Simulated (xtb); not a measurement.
Al(Me)(SH)2 (CH5AlS2), SMILES [CH3][Al]([SH])[SH]. All values are semi-empirical tight-binding results from xtb (GFN2-xTB unless named), good for trends rather than for accurate numbers. Coordinates come from a GFN2-xTB optimisation. One conformer was computed; it need not be the lowest.

For metal compounds this method's bond lengths and energies can be far off.

```
Item                                           Value
-------------------------------------  -------------
orbital gap                                  3.99 eV
zero-point energy                      31.7 kcal/mol
G − E(el) at 298.15 K (modified RRHO)  10.5 kcal/mol
```
